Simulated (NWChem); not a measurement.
System: AlHOICl; SMILES [OH][Al]([Cl])[I]

The following NWChem deck was run.

```
start job
memory heap 200 mb stack 900 mb global 1100 mb
geometry units angstroms noautoz
  Al     0.466593    -1.142376     0.000000
  Cl    -1.112108    -2.522582     0.000000
  I      0.016406     1.288036     0.000000
  O      2.045671    -1.790367     0.000000
  H      2.840904    -1.233773     0.000000
end
basis spherical
  * library def2-svp
end
ecp
  I library def2-ecp
end
dft
  xc m06-l
  grid fine
  iterations 150
  mulliken
end
task dft gradient
```

Excerpt of the output:

```
             Northwest Computational Chemistry Package (NWChem) 7.3.0
             --------------------------------------------------------

 CS  symmetry detected

                             Geometry "geometry" -> ""
                             -------------------------

 Output coordinates in angstroms (scale by  1.889725989 to convert to a.u.)

  No.       Tag          Charge          X              Y              Z
 ---- ---------------- ---------- -------------- -------------- --------------
    1 Al                  13.0000     0.45136964    -1.06299889     0.00000000
    2 Cl                  17.0000    -1.04325465    -2.53383664     0.00000000
    3 I                   53.0000    -0.14125520     1.33666080     0.00000000
    4 O                    8.0000     2.06588858    -1.61681136     0.00000000
    5 H                    1.0000     2.82694047    -1.01432284     0.00000000

 Effective nuclear repulsion energy (a.u.)     455.3741679720

      Symmetry information
      --------------------

 Group name             Cs
 Group number              2
 Group order               2
 No. of unique centers     5

                                 NWChem DFT Module
                                 -----------------

 Summary of "ao basis" -> "ao basis" (spherical)
 ------------------------------------------------------------------------------
       Tag                 Description            Shells   Functions and Types
 ---------------- ------------------------------  ------  ---------------------
 Al                         def2-svp                 8       18   4s3p1d
 Cl                         def2-svp                 8       18   4s3p1d
 I                          def2-svp                10       26   4s4p2d
 O                          def2-svp                 6       14   3s2p1d
 H                          def2-svp                 3        5   2s1p

      Symmetry analysis of basis
      --------------------------

        a'         58
        a"         23

            General Information
            -------------------
          SCF calculation type: DFT
          Wavefunction type:  closed shell.
          No. of atoms     :     5
          No. of electrons :    64
           Alpha electrons :    32
            Beta electrons :    32
          Charge           :     0
          Spin multiplicity:     1
          Use of symmetry is: on ; symmetry adaption is: on
          Maximum number of iterations: 150
          AO basis - number of functions:    81
                     number of shells:    35
          Convergence on energy requested:  1.00D-06
          Convergence on density requested:  1.00D-05
          Convergence on gradient requested:  5.00D-04

              XC Information
              --------------
                        M06-L Method XC Functional
                         M06-L Exchange Functional  1.000
                       M06-L Correlation Potential  1.000

             Grid Information
             ----------------
          Grid used for XC integration:  fine
          Radial quadrature: Mura-Knowles
          Angular quadrature: Lebedev.
          Tag              B.-S. Rad. Rad. Pts. Rad. Cut. Ang. Pts.
          ---              ---------- --------- --------- ---------
          Al                  1.25      123          10.0       770
          Cl                  1.00      123          11.0       770
          I                   1.40      141          11.0       974
          O                   0.60       70          11.0       590
          H                   0.35       60          11.0       590
          Grid pruning is: on
          Number of quadrature shells:   517
          Spatial weights used:  Erf1

      Superposition of Atomic Density Guess
      -------------------------------------

 Sum of atomic energies:       -1123.43248917

      Non-variational initial energy
      ------------------------------

 Total energy =   -1073.609388
 1-e energy   =   -2146.863392
 2-e energy   =     795.251386
 HOMO         =      -0.362509
 LUMO         =      -0.031077

      Symmetry analysis of molecular orbitals - initial
      -------------------------------------------------

  Numbering of irreducible representations:

     1 a'          2 a"

  Orbital symmetries:

     1 a'          2 a'          3 a'          4 a'          5 a'
     6 a'          7 a"          8 a'          9 a'         10 a'
    11 a"         12 a'         13 a'         14 a'         15 a"
    16 a'         17 a'         18 a"         19 a'         20 a"
    21 a'         22 a'         23 a'         24 a'         25 a'
    26 a'         27 a"         28 a'         29 a"         30 a'
    31 a"         32 a'         33 a'         34 a"         35 a'
    36 a'         37 a'         38 a'         39 a'         40 a"
    41 a'         42 a'

     ---------------------------------------------
      Total Density - Mulliken Population Analysis
     ---------------------------------------------

    Atom       Charge   Shell Charges
 -----------   ------   -------------------------------------------------------
    1 Al  13    11.63   2.00  1.99  0.68  0.06  5.93  0.50  0.28  0.19
    2 Cl  17    17.45   2.00  1.99  1.23  0.71  5.94  2.17  3.40  0.01
    3 I   25    25.38   1.83  0.22  1.22  0.68  2.92  3.13  2.64  2.73  9.82  0.19
    4 O    8     8.89   1.99  1.11  0.65  3.14  2.01  0.00
    5 H    1     0.64   0.51  0.07  0.06

   convergence    iter        energy       DeltaE   RMS-Dens  Diis-err
 ---------------- ----- ----------------- --------- --------- ---------
 d= 0,ls=0.0,diis     1  -1076.1379260176 -1.35D+03  2.05D-02  6.99D-01
 d= 0,ls=0.0,diis     2  -1075.9008446550  2.37D-01  1.45D-02  2.83D+00
 d= 0,ls=0.0,diis     3  -1076.2169754609 -3.16D-01  3.79D-03  5.60D-02
 d= 0,ls=0.0,diis     4  -1076.2211210079 -4.15D-03  1.85D-03  1.96D-02
 d= 0,ls=0.0,diis     5  -1076.2190663006  2.05D-03  6.44D-04  1.69D-03
  Resetting Diis
 d= 0,ls=0.0,diis     6  -1076.2195539693 -4.88D-04  9.23D-04  5.82D-04
 d= 0,ls=0.0,diis     7  -1076.2198031024 -2.49D-04  3.59D-04  1.10D-04
 d= 0,ls=0.0,diis     8  -1076.2198033498 -2.47D-07  1.86D-04  1.53D-04
 d= 0,ls=0.0,diis     9  -1076.2198263408 -2.30D-05  3.22D-05  7.60D-06
 d= 0,ls=0.0,diis    10  -1076.2198269848 -6.44D-07  1.56D-05  1.94D-06
 d= 0,ls=0.0,diis    11  -1076.2198272445 -2.60D-07  5.53D-06  1.48D-07

         Total DFT energy =    -1076.219827244494
      One electron energy =    -2149.128996286357
           Coulomb energy =      873.293423999972
    Exchange-Corr. energy =      -78.386873105938
 Nuclear repulsion energy =      278.002618147829

 Numeric. integr. density =       64.000001377308

                  Occupations of the irreducible representations
                  ----------------------------------------------

                     irrep           alpha         beta
                     --------     --------     --------
                     a'               24.0         24.0
                     a"                8.0          8.0

                       DFT Final Molecular Orbital Analysis
                       ------------------------------------

 Vector   30  Occ=2.000000D+00  E=-2.959688D-01  Symmetry=a"
              MO Center=  9.6D-01, -1.9D+00, -2.5D-15, r^2= 3.2D+00
   Bfn.  Coefficient  Atom+Function         Bfn.  Coefficient  Atom+Function
  ----- ------------  ---------------      ----- ------------  ---------------
    68      0.491494  4 O  pz                31     -0.395218  2 Cl pz
    71      0.383629  4 O  pz                28     -0.279263  2 Cl pz
    25     -0.163733  2 Cl pz                17     -0.074944  1 Al d  1
    10      0.047521  1 Al pz                13      0.045798  1 Al pz
    49      0.040426  3 I  pz                 7     -0.028758  1 Al pz

 Vector   31  Occ=2.000000D+00  E=-2.620590D-01  Symmetry=a"
              MO Center= -5.7D-02,  1.1D+00,  2.1D-14, r^2= 2.6D+00
   Bfn.  Coefficient  Atom+Function         Bfn.  Coefficient  Atom+Function
  ----- ------------  ---------------      ----- ------------  ---------------
    49      0.566564  3 I  pz                52      0.540677  3 I  pz
    46     -0.234450  3 I  pz                43     -0.189208  3 I  pz
    68     -0.118804  4 O  pz                71     -0.095294  4 O  pz
    31     -0.084362  2 Cl pz                28     -0.058437  2 Cl pz
    10      0.056491  1 Al pz                15      0.055339  1 Al d -1

 Vector   32  Occ=2.000000D+00  E=-2.559356D-01  Symmetry=a'
              MO Center= -8.7D-02,  1.0D+00, -3.6D-16, r^2= 3.0D+00
   Bfn.  Coefficient  Atom+Function         Bfn.  Coefficient  Atom+Function
  ----- ------------  ---------------      ----- ------------  ---------------
    47      0.557606  3 I  px                50      0.520778  3 I  px
    44     -0.229288  3 I  px                41     -0.185059  3 I  px
    48      0.133544  3 I  py                30      0.132120  2 Cl py
    51      0.122020  3 I  py                67     -0.108463  4 O  py
    27      0.094448  2 Cl py                70     -0.085920  4 O  py

[...]

                         DFT ENERGY GRADIENTS

    atom               coordinates                        gradient
                 x          y          z           x          y          z
   1 Al      0.852965  -2.008777   0.000000   -0.003521   0.003335   0.000000
   2 Cl     -1.971465  -4.788257   0.000000   -0.004141  -0.004000   0.000000
   3 I      -0.266934   2.525923   0.000000   -0.000839   0.003536   0.000000
   4 O       3.903963  -3.055330   0.000000   -0.000383  -0.010082   0.000000
   5 H       5.342143  -1.916792   0.000000    0.008884   0.007211   0.000000
```

Level: M06-L/def2-SVP with def2 effective core potentials on I. The geometry was optimised at PBE-D3(BJ)/def2-SVP. def2 effective core potentials on I; no spin-orbit coupling.
